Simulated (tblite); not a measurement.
C8H6Cl (doublet state).
SMILES with atom numbers: `[H]/[C:1]=[CH:2]\[c:3]1[cH:4][cH:5][cH:6][c:7]([Cl:8])[cH:9]1` (hydrogens: H10 on C1; H11 on C2; H12 on C4; H13 on C5; H14 on C6; H15 on C9)

The geometry is computed with GFN2-xTB (gas phase). This method treats the open shell by occupation alone, without spin polarisation.

Task: What internal coordinates does the optimisation give?

Result: 
```csv
bond,length (Å),order
C1=C2,1.297,double
C2–C3,1.478,single
C3–C4,1.393,aromatic
C4–C5,1.383,aromatic
C5–C6,1.384,aromatic
C6–C7,1.386,aromatic
C7–Cl8,1.731,single
C7–C9,1.382,aromatic
C3–C9,1.393,aromatic
C1–H10,1.064,single
C2–H11,1.087,single
C4–H12,1.080,single
C5–H13,1.080,single
C6–H14,1.078,single
C9–H15,1.078,single
```

Orders are formal, as drawn. A selection of angles:
```csv
angle,degrees
C2–C1–H10,141.6
C1–C2–C3,128.1
C1–C2–H11,119.1
C3–C2–H11,112.8
C2–C3–C4,119.5
C2–C3–C9,121.3
C4–C3–C9,119.2
C3–C4–C5,120.4
C3–C4–H12,119.8
C5–C4–H12,119.8
C4–C5–C6,120.6
C4–C5–H13,119.9
C6–C5–H13,119.5
C5–C6–C7,118.8
C5–C6–H14,121.0
C7–C6–H14,120.2
C6–C7–Cl8,119.5
C6–C7–C9,121.3
Cl8–C7–C9,119.3
C7–C9–H15,120.1
C3–C9–C7,119.7
C3–C9–H15,120.2
```

Dihedral angles: C1–C2–C3–C4 180° (antiperiplanar).

Of the pairs four or more bonds apart, C1···H15 is among the closest relative to their van der Waals radii: 2.73 Å, 94 % of the sum of Bondi's values. C3 (carbon bonded to 3 C) is planar (angles 121.3°, 119.5° and 119.2°, sum 360.0°, 0.00 Å off the plane of its three neighbours). C4 (carbon bonded to 2 C and H) is planar (angles 120.4°, 119.8° and 119.8°, sum 360.0°, 0.00 Å off the plane of its three neighbours). C9 (carbon bonded to 2 C and H) is planar (angles 120.2°, 120.1° and 119.7°, sum 360.0°, 0.00 Å off the plane of its three neighbours). C6 (carbon bonded to 2 C and H) is planar (angles 121.0°, 120.2° and 118.8°, sum 360.0°, 0.00 Å off the plane of its three neighbours). The 9 heavy atoms lie in one plane (0.001 Å rms). C2 (carbon bonded to 2 C and H) is planar (angles 128.1°, 119.1° and 112.8°, sum 360.0°, 0.00 Å off the plane of its three neighbours).

Point group: Cs (every atom within 0.08 Å of its image). Its GFN2-xTB frequencies are all real (lowest 49 cm⁻¹).

One conformer stands for the species.
